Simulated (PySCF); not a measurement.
Numbering as in the mapped SMILES `[CH2:1]=[CH:2][C:3](=[O:4])[c:5]1[cH:6][cH:7][cH:8][cH:9][cH:10]1`. Hydrogens are named by the atom that carries them. Ha(C1) is cis to C3; Hb(C1) is trans to C3.

GIAO shifts from PySCF on PBE0-D3(BJ)/def2-SVP geometries (one conformer, non-relativistic, equivalent nuclei averaged), against TMS at the same level and in the same medium; PCM means IEF-PCM chloroform.

Measured (solution, not stated per compound (mostly CDCl3 or CCl4); Pretsch, Buehlmann, Badertscher, Structure Determination of Organic Compounds, 4th ed. (2009)): H(C2) 7.20, Hb(C1) 5.81, Ha(C1) 6.52 ppm.

Question: Which unscaled values do KT2/pcSseg-1, gas; PBE0/pcSseg-1, PCM; WP04/pcSseg-1, PCM; wB97X-D/pcSseg-1, PCM give, and how close are they?

Answer: 
```
 atoms  measured  KT2/pcSseg-1, gas  PBE0/pcSseg-1, PCM  WP04/pcSseg-1, PCM  wB97X-D/pcSseg-1, PCM
 H(C2)      7.20               7.23                7.74                7.30                   7.69
Hb(C1)      5.81               5.93                6.58                6.22                   6.63
Ha(C1)      6.52               6.96                7.32                6.98                   7.37
```

Mean absolute error for ¹H: KT2/pcSseg-1, gas 0.20, PBE0/pcSseg-1, PCM 0.70, WP04/pcSseg-1, PCM 0.32, wB97X-D/pcSseg-1, PCM 0.72 ppm.
